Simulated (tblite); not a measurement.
Compound: C8H11O2 (charge -1).
Atom-mapped SMILES: `[CH:1]#[C:2][C@@H:3]([CH2:4][CH3:5])[C@@H:6]([CH3:7])[C:8](=[O:9])[O-:10]` (hydrogens: H11 on C1; H12 on C3; H13, H14 on C4; H15, H16, H17 on C5; H18 on C6; H19, H20, H21 on C7)

The geometry is computed with GFN2-xTB (gas phase).

(1) What internal coordinates does the optimisation give?

Answers

(1) 
```tsv
bond	length (Å)
C1≡C2	1.199
C2–C3	1.447
C3–C4	1.535
C4–C5	1.524
C3–C6	1.535
C6–C7	1.524
C6–C8	1.602
C8=O9	1.237
C8–O10	1.236
C1–H11	1.050
C3–H12	1.098
C4–H13	1.090
C4–H14	1.094
C5–H15, C5–H16, C5–H17	1.089
C6–H18	1.096
C7–H19, C7–H20, C7–H21	1.091
```

Bonds in one row agree within 0.01 Å and their mean is given. A selection of angles:
```tsv
angle	degrees
C1–C2–C3	177.3
C2–C3–C4	109.9
C2–C3–C6	111.2
C4–C3–C6	110.7
C3–C4–C5	112.4
C3–C6–C7	111.7
C3–C6–C8	109.1
C7–C6–C8	107.5
C6–C8–O9	115.2
C6–C8–O10	115.1
O9–C8–O10	129.7
```

Dihedral angles: C2–C3–C4–C5 -64° (synclinal); C2–C3–C6–C7 56° (synclinal); C3–C6–C8–O9 -47° (synclinal).

Of the pairs four or more bonds apart, C8···H13 is among the closest relative to their van der Waals radii: 2.53 Å, 87 % of the sum of Bondi's values. C8 (carboxylate carbon) is planar (angles 129.7°, 115.2° and 115.1°, sum 360.0°, 0.00 Å off the plane of its three neighbours). The C–C distances run from 1.199 Å (C1≡C2, drawn triple) to 1.602 Å (C6–C8, drawn single), a spread of 0.403 Å.

Point group: C1 (no symmetry element, even within 0.4 Å). Its GFN2-xTB frequencies are all real (lowest 28 cm⁻¹).

One conformer stands for the species.
